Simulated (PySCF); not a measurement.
# Hartree-Fock beside MP2: ClFOSi

These are calculations, not measurements. The program is PySCF 2.14.0, an open-source quantum chemistry code, run on an isolated molecule that a program drew, which may never have been made. The molecule is ClFOSi (charge 0, singlet), drawn as the SMILES string `O=[Si](F)Cl`.

The geometry was optimised and harmonic frequencies were computed with HF and MP2, all in the cc-pV(D+d)Z basis, for the commonest isotopes, with a restricted reference for singlets and an unrestricted one otherwise, and a frozen core in MP2. Each result is a local minimum of its method.

Geometry at the HF minimum:
```xyz
4
ClFOSi, angstrom
O    -0.5577    3.5970    3.6565
Si    0.5965    2.8373    3.1220
F     0.6991    2.1808    1.6920
Cl    2.3235    2.4317    4.0389
```

Lengths of the bonds as drawn, in Å (atoms numbered as above):
```
bond,HF,MP2
O1-Si2,1.482,1.525
Si2-F3,1.577,1.606
Si2-Cl4,1.997,2.013
```

Rotational constants, in GHz:
```
constant     HF    MP2
       A  7.828  7.469
       B  3.783  3.708
       C  2.551  2.478
```

Harmonic frequencies in cm^-1, each column in rising order, so a row needn't be the same motion in every method:
| rank | HF | MP2 |
|---|---|---|
| 1 | 271 | 254 |
| 2 | 347 | 316 |
| 3 | 371 | 330 |
| 4 | 609 | 577 |
| 5 | 943 | ? |
| 6 | 1402 | 1267 |

**Estimate the missing MP2 frequency from the HF column.**

A single factor s that minimises the squared misfit of MP2 against s times HF over the other rows is sum(HF x MP2) / sum(HF^2) = 0.9103, with an rms misfit of 12 cm^-1. For rank 5 it gives 0.9103 x 943 = 858 cm^-1. The calculation gives 885 cm^-1, 27 cm^-1 above the estimate. The drawn bonds are on average 1.8 % longer in MP2 than in HF.
